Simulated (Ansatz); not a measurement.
`O[SiH]([SiH3])[GaH2]` + `N[SiH3]` → `O[SiH]([SiH3])N[SiH3]` + `[GaH3]`  (cleavage of the Si–Ga bond)

Calculated with Ansatz (gas phase, PBE0-D4/def2-TZVP geometries, no zero-point term in ΔE). CCSD(T)/CBS adds triple-zeta CCSD(T) − MP2 to the extrapolated MP2 energy (def2 sets, frozen cores). This one scheme is used for every species. DFT in def2-TZVPP. For Ga outer-core shells are correlated without core-valence functions, which leaves a few kJ/mol of doubt a bond. Scalar relativity is left out up to krypton. Each species was taken in one conformer, which may not be the lowest.

`O[SiH]([SiH3])[GaH2]`:

Cartesian coordinates in Å:
```
O 0.808 0.935 -1.701
Si 0.578 0.458 -0.124
Si 0.420 -1.877 -0.143
Ga -1.355 1.445 0.939
H 0.664 1.860 -1.903
H 1.771 0.806 0.716
H 1.586 -2.509 -0.817
H -0.823 -2.317 -0.833
H 0.364 -2.349 1.269
H -2.186 2.587 0.237
H -1.828 0.961 2.360
```

`N[SiH3]`:

Cartesian coordinates in Å:
```
N -0.004 1.056 0.148
Si 0.112 -0.640 -0.112
H -0.148 1.408 1.081
H -0.483 1.632 -0.526
H 1.086 -1.186 0.867
H -1.156 -1.414 0.044
H 0.593 -0.856 -1.501
```

`O[SiH]([SiH3])N[SiH3]`:

Cartesian coordinates in Å:
```
O -0.237 2.456 0.390
Si 0.530 1.126 -0.222
Si 1.288 -0.245 1.530
N -0.437 0.199 -1.308
Si -1.231 -1.312 -1.059
H -0.991 2.308 0.962
H 1.655 1.724 -0.983
H 1.774 -1.566 1.045
H 0.214 -0.475 2.537
H 2.414 0.449 2.215
H -0.574 0.621 -2.217
H -2.684 -1.219 -1.369
H -1.059 -1.664 0.375
H -0.662 -2.402 -1.897
```

`[GaH3]`:

```xyz
4

Ga    0.000    0.001    0.000
H    -1.225   -0.959    0.197
H     0.584    0.242   -1.436
H     0.642    0.717    1.238
```

(1) Is it downhill or uphill in electronic energy at CCSD(T)/CBS, and by how much? (Estimate.)

(2) What do these levels give: PBE-D4, B2PLYP, MP2/def2-TZVPP, SCS-MP2/def2-TZVPP, SCS-MP2/def2-QZVPP, HF/CBS(def2)? (An estimate is asked.)

Largest T1 diagnostic among the species: 0.014.

Results:

(1) Computed: Downhill: ΔE = -0.62 eV.

(2) The calculation gave: PBE-D4 -0.46, B2PLYP -0.61, MP2/def2-TZVPP -0.70, SCS-MP2/def2-TZVPP -0.71, SCS-MP2/def2-QZVPP -0.70, HF/CBS(def2) -0.74 eV.

From PBE to PBE0 (25 % exact exchange), in def2-TZVPP and without D4, ΔE moves by −0.07 eV. The D4 term adds −0.08 eV with B3LYP and −0.05 eV with PBE0; it sums over pairs of atoms, weighted by their polarisabilities, and B3LYP, whose exchange is more repulsive, gets the larger term.

B3LYP here is the variant with VWN-RPA as its local correlation; programs differ in this.
